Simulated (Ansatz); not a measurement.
```yaml
crystal:
  periodic: [false, false, false]
  atoms:
    - {symbol: N, position_ang: [-1.584334, 0.152011, 0.837503]}
    - {symbol: V, position_ang: [-0.153133, -0.020035, 0.090262]}
    - {symbol: N, position_ang: [1.000464, -0.710738, 1.338887]}
    - {symbol: N, position_ang: [0.656010, 1.538244, -0.525593]}
    - {symbol: N, position_ang: [-0.470959, -1.031461, -1.407320]}
    - {symbol: H, position_ang: [-2.378176, 0.662410, 1.203919]}
    - {symbol: H, position_ang: [0.750545, -1.027734, 2.261854]}
    - {symbol: H, position_ang: [1.939851, -0.994246, 1.094587]}
    - {symbol: H, position_ang: [0.303437, 2.021101, -1.340592]}
    - {symbol: H, position_ang: [1.071919, 2.199314, 0.116066]}
    - {symbol: H, position_ang: [-1.341765, -1.480390, -1.641893]}
    - {symbol: H, position_ang: [0.283039, -1.363676, -1.993579]}
basis:
  gaussian: {orbitals: cc-pVDZ, fitting: {mean_field: cc-pVTZ-jkfit}}
total_charge: -1
magnetization: {spin_polarized: true, initial_magnetization: 1}
hamiltonian: {xc: {name: SVWN5}}
output: {forces: true}
```

```sh
$ ansatz run in.yaml --threads 2 --pin off --events-out ev --progress --plain --max-ram 32768MiB --backend cpu
```

Q: How does Ansatz answer? (Estimate.)

A: The calculation gave: The input was rejected before any iteration.
```
Functional definition: SVWN5
Error: <dir> the basis set cc-pVTZ-JKFIT has no functions for V
```
